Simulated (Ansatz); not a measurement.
GeSiH3ClO (SMILES Cl[SiH]1[O][GeH2]1): the energy, rung by rung

The species is GeSiH3ClO (7 atoms), meant as a singlet with charge 0. SMILES: `Cl[SiH]1[O][GeH2]1`. The shape was relaxed beforehand at PBE0/def2-SVP.

Quantity: the adiabatic electron affinity (to the doublet anion, shapes relaxed at PBE0/def2-SVP, no zero-point term), in eV. The values are calculated.

The electron affinity is E(neutral) − E(anion): positive where the electron is bound.

```
           level                    kind  program  value (eV)  CPU time (all runs)
     HF/def2-SVP            Hartree–Fock   Ansatz        0.51                 12 s
    PBE/def2-SVP                     GGA   Ansatz        0.89                7.5 s
  B3LYP/def2-SVP           global hybrid   Ansatz        1.00                 13 s
wB97M-V/def2-SVP  range-separated hybrid   Ansatz        0.74                 60 s
    MP2/def2-SVP     perturbation theory   Ansatz        0.41                 12 s
```

All-electron rows without a relativistic Hamiltonian named are non-relativistic. The values span 0.41 to 1.00 eV. In the correlated wave-function rows the outer d shell of Ge is correlated, in sets not made for it. Times are those of the runs behind each value, whatever else they computed, on shared processors of several kinds: orders of magnitude only.
